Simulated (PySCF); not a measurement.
## Levels of Ge⁺ from EOM-EA-GCCSD

Reference: closed-shell Ge²⁺, [Ar] 3d10 4s2; one electron is added. Calculated with PySCF 2.14, two-component X2C-1e with screened spin-orbit coupling, x2c-TZVPPall-2c with one added diffuse shell each of s, p, d type (7s8p5d1f, 63 functions); frozen [Ne]; all 96 virtual spinors kept. No Breit or QED terms. Binding energies in eV.

```tsv
level	Koopmans	second order	EOM-CCSD	NIST
4p1/2	15.047	15.752	15.701	15.935
4p3/2	14.829	15.529	15.485	15.715
5s1/2	7.812	8.089	8.108	8.198
4d5/2	6.222	6.614	7.288	5.890
5p1/2	5.794	5.959	5.984	6.139
5p3/2	5.754	5.916	5.940	6.094
```

In EOM-CCSD the overlap with the one-orbital guess is low for 4d5/2 (weight 0.62). That can mean mixing with two-particle, one-hole states, where second order and EOM-CCSD lose accuracy, or only a rotation among the degenerate components of the shell; the terms of those configurations are not listed.

Only part of the computed levels is shown.

Gaps of this size point to the basis (7s8p5d1f), which has few functions of high l to correlate and polarise the inner shells.

The highest levels are limited by the diffuse functions of the basis.
